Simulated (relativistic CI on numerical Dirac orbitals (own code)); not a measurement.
Computed by Dirac-Coulomb-Breit CI, orbitals from a KLI potential per configuration, model QED (radiative potential, 1s self-energy scaled to tabulated hydrogen-like ionisation energies), unscaled Slater integrals (own radial code, finite nucleus).

The strongest absorption lines from the ground level of an ion, among the configurations computed and to levels below about 621 eV (vacuum wavelength in nm, gf): 3.6180 (0.19), 3.9115 (0.46), 8.3983 (4.4), 10.518 (0.59).

(1) Which ion is it?
A. Cs¹⁹⁺
B. La²¹⁺
C. Pr²³⁺
D. Pr²¹⁺

## Answers

(1) C. Pr²³⁺ has 36 electrons and the ground level 4s2.4p6 1S_0; the strongest line goes to 4s2.4p5.4d 1P°_1. The pattern of lines fixes the number of electrons, and along that sequence the line energies rise steadily with the charge (about as its square where n changes within one kind of shell, about linearly where n is kept but much faster in heavy ions where fine structure, which grows about as Z⁴, sets the gap, and irregularly where shells cross), which fixes Z. Configurations outside the model, such as inner-shell arrays, can give stronger lines. At this charge energies of transitions that change n are usually good to better than 1 %, and those within a shell (Δn = 0) to a few per cent.

LS names give the leading component of a level, which can be under half, so a name can repeat, a term be missing and a line seem to break the LS rules.
